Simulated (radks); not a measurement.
Question: The praseodymium ion Pr3+, 56 electrons, occupied as [Kr] 4d10 4f2 5s2 5p5 6p1 (not the ground configuration). Method: scalar-relativistic Kohn-Sham, BLYP, spin-polarised, spherical densities, point nucleus; open shells are filled with parallel spins first (spin-orbit coupling, left out, can overturn this in heavy ions); computed with a radial shooting solver on a logarithmic mesh with Libxc functionals. Some entries of the table are withheld. Estimate them.

orbital  occ.  eigenvalue (hartree)  r(max) (bohr)
1s up       1             -1538.315        0.01541
1s down     1             -1538.312        0.01541
2s up       1             -248.6195        0.08725
2s down     1             -248.6177        0.08725
2p up       3             -222.6042        0.07027
2p down     3             -222.6014        0.07027
3s up       1             -54.72747         0.2491
3s down     1             -54.70396         0.2491
3p up       3             -46.48996         0.2439
3p down     3             -46.46620         0.2439
3d up       5             -34.92074         0.2005
3d down     5             -34.90167         0.2005
4s up       1             -11.98273         0.5784
4s down     1             -11.91762         0.5783
4p up       3              -9.28554         0.6036
4p down     3              -9.22011         0.6035
4d up       5              -5.42705         0.6339
4d down     5              -5.36040         0.6337
5s up       1                   (1)          1.324
5s down     1                   (2)          1.326
5p up       3              -1.93055          1.476
5p down     2              -1.86934          1.483
4f up       2              -1.34387         0.6745
4f down     0              -1.27521         0.6739
6p up       1              -0.69937          3.507

Answer: 
(1) 5s up eigenvalue (hartree): -2.63503
(2) 5s down eigenvalue (hartree): -2.56619
